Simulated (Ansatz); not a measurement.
Geometry optimisation, RHF/def2-SVP (Ansatz).

Input file:

```yaml
crystal:
  periodic: [false, false, false]
  atoms:
    - { symbol: Ga, position_ang: [-0.113848, 0.460138, -0.378691] }
    - { symbol: H, position_ang: [0.007405, 0.122804, 2.369236] }
    - { symbol: H, position_ang: [1.223661, -0.218294, -0.770098] }
    - { symbol: O, position_ang: [-1.739703, -0.142605, -0.684373] }
    - { symbol: H, position_ang: [-1.881777, -0.978839, -1.098187] }
    - { symbol: F, position_ang: [-0.1067, 2.004429, 0.383096] }
    - { symbol: H, position_ang: [-0.023439, 0.794968, 2.134817] }
basis:
  gaussian: { orbitals: def2-SVP }
hamiltonian:
  xc: hf
relax:
  f_tol: 0.03
  max_steps: 50
output:
  orbitals: {}
```

Run as:

```bash
$ ansatz run input.yaml --threads 1 --pin off --max-ram 2048MiB --backend cpu --events-out ev --progress --plain --runs-dir out
```

Q: Where does it end, and by what steps?

A: The run converged. After 9 steps the energy has fallen by 0.098 eV; F6 moved furthest, 0.32 Å.

```tsv
step	energy less start (eV)	largest force component (eV/Å)	accepted
0	0.0000	1.490	yes
1	-0.0838	0.221	yes
2	-0.0572	0.527	no
3	-0.0931	0.195	yes
4	-0.0963	0.087	yes
5	-0.0971	0.073	yes
6	-0.0973	0.073	yes
7	-0.0974	0.069	yes
8	-0.0975	0.047	yes
9	-0.0976	0.011	yes
```

```xyz
7
Properties=species:S:1:pos:R:3
Ga -0.131 0.504 -0.498
H 0.041 0.000 2.554
H 1.213 -0.219 -0.766
O -1.753 -0.123 -0.769
H -1.887 -0.995 -1.102
F -0.131 2.137 0.097
H 0.012 0.739 2.440
```

Whether the end is a true minimum wasn't checked by a vibrational analysis.

Run time: 26 s on 1 thread of Arm Neoverse N1 (shared host), peak memory 0.15 GiB.
